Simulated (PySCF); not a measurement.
**Correlation energy of C (carbon, neutral)**

[He] 2s2 2p2, high-spin 3P determinant. Computed with PySCF 2.14 in cc-pVTZ-DK (4s3p2d1f, 30 functions), with scalar relativity by spin-free X2C-1e. Frozen: 1s2; 4 electrons correlated.

MP2 pair energies summed by pair of shells (mhartree):

```json
{"pair": "2s-2p", "energy": "-40.84", "share (%)": "61.0"}
{"pair": "2s-2s", "energy": "-18.87", "share (%)": "28.2"}
{"pair": "2p-2p", "energy": "-7.23", "share (%)": "10.8"}
```

Total MP2 correlation energy: -66.93 mhartree.

Same-spin part -12.66 and opposite-spin part -54.28 mhartree; SCS-MP2 scales them by 1/3 and 6/5 to -69.35 mhartree.

```tsv
level	correlation energy (mhartree)
CCSD	-87.16
(T)	-2.04
CCSD(T)	-89.20
```

Diagnostics: T1 = 0.0084, D1 = 0.0161, largest double amplitude 0.111.

Cost of the coupled-cluster step: 0.27 s of wall time on 1 thread of Intel(R) Xeon(R) Platinum 8488C (shared host), for 4 correlated electrons.
